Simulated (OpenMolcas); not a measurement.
Lines of Cl III: computed and rescaled rates

| Item | Value |
| --- | --- |
| Program | OpenMolcas 26.06 |
| Method | MS-CASPT2, IPEA 0.25 Eh, imaginary shift 0.1 Eh (closed shells correlated: 2s 2p) |
| Basis | ANO-RCC [8s7p5d4f2g] |
| Scalar Hamiltonian | DKH2, point nucleus |
| Active space | 5 electrons in 8 orbitals (3s 3p 4s 4p) |
| State averaging | 2S+1 = 4 odd, 1 root; 2S+1 = 2 odd, 11 roots; 2S+1 = 4 even, 3 roots; 2S+1 = 2 even, 9 roots |
| Spin-orbit coupling | RASSI with atomic mean-field integrals over the reference wave functions, term energies averaged over their components |

Rates come from the transition moments of the reference wave functions (E1 and E2 in the length form). At fixed line strength A goes as λ^-3 for E1 and M1 and as λ^-5 for E2, so a rate at the computed wavelength can be rescaled to the measured one. Measured vacuum wavelengths follow from level energies in Moore, Atomic Energy Levels, vol. I, NSRDS-NBS 35 (1971 reprint of NBS Circular 467, 1949). Branching counts decays inside the model space alone, at computed energies, and the table is only a selection of the E2 and M1 lines, drawn from those between levels with measured partners whose computed energy lies within a factor of 1.5 of the measured one.

```csv
Upper,Lower,Type,λ computed (nm),λ measured (nm),A computed (s-1),A rescaled (s-1),Branching %
3s2 3p3 2P* 1/2,3s2 3p3 2D* 5/2,E2,853.4,855.3,1.10e-01,1.09e-01,15.8
3s2 3p3 2P* 3/2,3s2 3p3 2D* 5/2,E2,848.8,848.4,1.97e-01,1.97e-01,15.0
3s2 3p3 2P* 3/2,3s2 3p3 2D* 5/2,M1,848.8,848.4,1.24e-01,,9.4
3s2 3p3 2P* 1/2,3s2 3p3 2D* 3/2,E2,848.5,850.4,1.70e-01,1.68e-01,24.4
3s2 3p3 2P* 1/2,3s2 3p3 2D* 3/2,M1,848.5,850.4,1.37e-01,,19.8
3s2 3p3 2P* 3/2,3s2 3p3 2D* 3/2,M1,844,843.6,2.23e-01,,16.9
3s2 3p3 2P* 3/2,3s2 3p3 2D* 3/2,E2,844,843.6,8.52e-02,8.54e-02,6.5
3s2 3p3 2D* 3/2,3s2 3p3 4S* 3/2,M1,537,553.9,3.40e-03,,88.1
3s2 3p3 2D* 3/2,3s2 3p3 4S* 3/2,E2,537,553.9,4.60e-04,,11.9
3s2 3p3 2D* 5/2,3s2 3p3 4S* 3/2,E2,535.1,551.9,7.29e-04,,90.6
3s2 3p3 2D* 5/2,3s2 3p3 4S* 3/2,M1,535.1,551.9,7.28e-05,,9.0
3s2 3p3 2P* 1/2,3s2 3p3 4S* 3/2,M1,328.9,335.4,2.78e-01,,40.0
3s2 3p3 2P* 3/2,3s2 3p3 4S* 3/2,M1,328.2,334.4,6.89e-01,,52.3
```

Spin-changing lines and M1 lines between different terms are not rescaled, since their strength hangs on the term gaps too.

The largest correction is for 3s2 3p3 2P* 1/2 → 3s2 3p3 2D* 3/2 (E2): 1.70e-01 × (848.5 / 850.4)^5 = 1.68e-01 s-1, a factor of 0.99.

No measured rate stands beside these. Rescaling mends the energy factor alone: line strengths can still be far off where a level mixes with configurations outside the active space, and weak or spin-changing lines hang on small mixing coefficients that depend on the term gaps too, so rescaling need not improve them.

Term energies are means over components that CASPT2 splits; among the terms shown or strongly mixed into the levels shown the widest spread is 700 cm-1 (3s2 3p3 2D*). Over all roots computed the reference weight is 0.84 to 0.96; the roots of lowest weight are the least certain, and an intruder state may touch them. Active for correlation alone: 4p 4s; no level in the range computed is led by a configuration that fills them, so any true level of that kind is missing. Measured partners are found by configuration, term and J. A level has none where our copy of the source lacks it or the pairing is in doubt (some pairs that miss far off the trend of their configuration count as doubtful). Levels of configurations outside the active space are missing.

* marks odd parity.
